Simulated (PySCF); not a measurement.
A GIAO shielding run with PySCF 2.14 (density fitting, non-relativistic, gas phase) on `CSC1=C(F)[C@H](F)[SiH2]C1`, C$_{5}$H$_{8}$F$_{2}$SSi:

```
$ OMP_NUM_THREADS=1 python probes_run.py task.json out

{"job": {"kind": "nmr", "xc": "PBE0", "basis": "pcSseg-1"}, "charge": 0, "multiplicity": 1}
C      3.045509    -0.100402    -0.313045
S      1.758023    -1.377530    -0.225822
C      0.252597    -0.497375    -0.007639
C      0.004751     0.806136    -0.139917
F      0.927708     1.729989    -0.513334
C     -1.367616     1.329556     0.130878
F     -1.400860     1.963737     1.379458
Si    -2.447838    -0.260294     0.203303
C     -0.909014    -1.378315     0.362914
H      2.971351     0.548997     0.552970
H      2.949328     0.469068    -1.231475
H      3.989951    -0.635718    -0.300315
H     -1.635962     2.109518    -0.586918
H     -3.308379    -0.231634     1.379382
H     -3.153302    -0.455122    -1.062957
H     -0.762662    -1.753890     1.377483
H     -0.920582    -2.254692    -0.285678
```

Hardware: 1 thread of an Arm Neoverse N1, shared host. The job also computes population analyses, field gradients, ring-centre shieldings.

(1) How large is the calculation?

(2) How long does it take, and how much memory does it need?

Results:

(1) 86 electrons, 207 basis functions and 1119 auxiliary functions.

(2) 70 s of wall time, with 14 SCF cycles and 5 response iterations; peak memory 0.93 GiB. Times on a shared host scatter by some tens of per cent.
